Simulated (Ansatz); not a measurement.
Reaction (ligand exchange at a Ge–S bond): `OC[S][GeH3]` + `CCN[SiH2]Cl` → `CC[N]([GeH3])[SiH2]Cl` + `OCS`

Isolated molecules relaxed with PBE0-D4/def2-TZVP in Ansatz; ΔE leaves out vibrations. CBS: MP2 limit from def2 TZ/QZ plus the TZ coupled-cluster correction, frozen cores. DFT in def2-TZVPP. B3LYP here is the variant with VWN-RPA as its local correlation; programs differ in this. For Ge outer-core shells are correlated without core-valence functions, which leaves a few kJ/mol of doubt a bond. Scalar relativity is left out up to krypton. One conformer a species, not always the lowest.

```tsv
level	ΔE (kJ/mol)	difference from CCSD(T)/CBS
PBE-D4	52.4	13.2
r2SCAN-D4	51.0	11.8
PBE0-D4	50.1	10.9
B3LYP-D4	44.8	5.6
ωB97X-V	42.0	2.8
ωB97M-V	43.0	3.8
B2PLYP	45.5	6.3
PBE	57.6	18.4
r2SCAN	52.6	13.4
PBE0	54.8	15.6
B3LYP	53.0	13.8
HF/def2-TZVPP	46.5	7.3
MP2/def2-TZVPP	35.2	-4.0
SCS-MP2/def2-TZVPP	34.3	-4.9
CCSD/def2-TZVPP	35.9	-3.3
CCSD(T)/def2-TZVPP	35.6	-3.6
HF/def2-QZVPP	45.8	6.6
MP2/def2-QZVPP	37.0	-2.2
SCS-MP2/def2-QZVPP	36.3	-2.9
HF/CBS(def2)	45.7	6.5
MP2/CBS(def2)	38.8	-0.4
CCSD/CBS(def2)	39.6	0.4
CCSD(T)/CBS	39.2	0
```

Largest T1 diagnostic among the species: 0.012.

The D4 term adds −8.2 kJ/mol with B3LYP and −4.8 kJ/mol with PBE0; it sums over pairs of atoms, weighted by their polarisabilities, and B3LYP, whose exchange is more repulsive, gets the larger term. In def2-TZVPP, CCSD(T) changes the Hartree–Fock value by −10.9 kJ/mol (the triples alone add −0.4 kJ/mol) and MP2 by −11.3 kJ/mol.
